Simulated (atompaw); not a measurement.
**u(r) = r·R(r): atom against pseudo-atom (hydrogen)**

Columns: radius, all-electron u(r) and pseudo u(r) of the 1s shell (level -6.33 eV) of hydrogen in the configuration 1s1; PBEsol, non-relativistic, PAW (atompaw) scheme, atompaw 4.2.0.5.

```json
{"r (bohr)": "0.029", "all-electron": "0.0530", "pseudo": "0.0443"}
{"r (bohr)": "0.058", "all-electron": "0.1029", "pseudo": "0.0883"}
{"r (bohr)": "0.087", "all-electron": "0.1499", "pseudo": "0.1316"}
{"r (bohr)": "0.115", "all-electron": "0.1927", "pseudo": "0.1727"}
{"r (bohr)": "0.144", "all-electron": "0.2343", "pseudo": "0.2140"}
{"r (bohr)": "0.173", "all-electron": "0.2734", "pseudo": "0.2540"}
{"r (bohr)": "0.202", "all-electron": "0.3100", "pseudo": "0.2923"}
{"r (bohr)": "0.231", "all-electron": "0.3444", "pseudo": "0.3288"}
{"r (bohr)": "0.260", "all-electron": "0.3765", "pseudo": "0.3634"}
{"r (bohr)": "0.288", "all-electron": "0.4054", "pseudo": "0.3949"}
{"r (bohr)": "0.317", "all-electron": "0.4335", "pseudo": "0.4254"}
{"r (bohr)": "0.346", "all-electron": "0.4596", "pseudo": "0.4538"}
{"r (bohr)": "0.375", "all-electron": "0.4839", "pseudo": "0.4800"}
{"r (bohr)": "0.404", "all-electron": "0.5064", "pseudo": "0.5042"}
{"r (bohr)": "0.433", "all-electron": "0.5273", "pseudo": "0.5263"}
{"r (bohr)": "0.462", "all-electron": "0.5466", "pseudo": "0.5464"}
{"r (bohr)": "0.490", "all-electron": "0.5638", "pseudo": "0.5642"}
{"r (bohr)": "0.519", "all-electron": "0.5802", "pseudo": "0.5809"}
{"r (bohr)": "0.548", "all-electron": "0.5953", "pseudo": "0.5960"}
{"r (bohr)": "0.577", "all-electron": "0.6091", "pseudo": "0.6097"}
{"r (bohr)": "0.606", "all-electron": "0.6217", "pseudo": "0.6222"}
{"r (bohr)": "0.635", "all-electron": "0.6331", "pseudo": "0.6334"}
{"r (bohr)": "0.663", "all-electron": "0.6430", "pseudo": "0.6432"}
{"r (bohr)": "0.692", "all-electron": "0.6523", "pseudo": "0.6524"}
{"r (bohr)": "0.721", "all-electron": "0.6607", "pseudo": "0.6607"}
{"r (bohr)": "0.750", "all-electron": "0.6680", "pseudo": "0.6680"}
```

How many radial nodes do the two functions have?

The all-electron 1s function has n − l − 1 = 0; the pseudo-wave has 0.

Is the pseudo-wave norm-conserving?

No, it belongs to a PAW set: the norm inside the radius is not constrained, and the difference is carried by the augmentation charge.
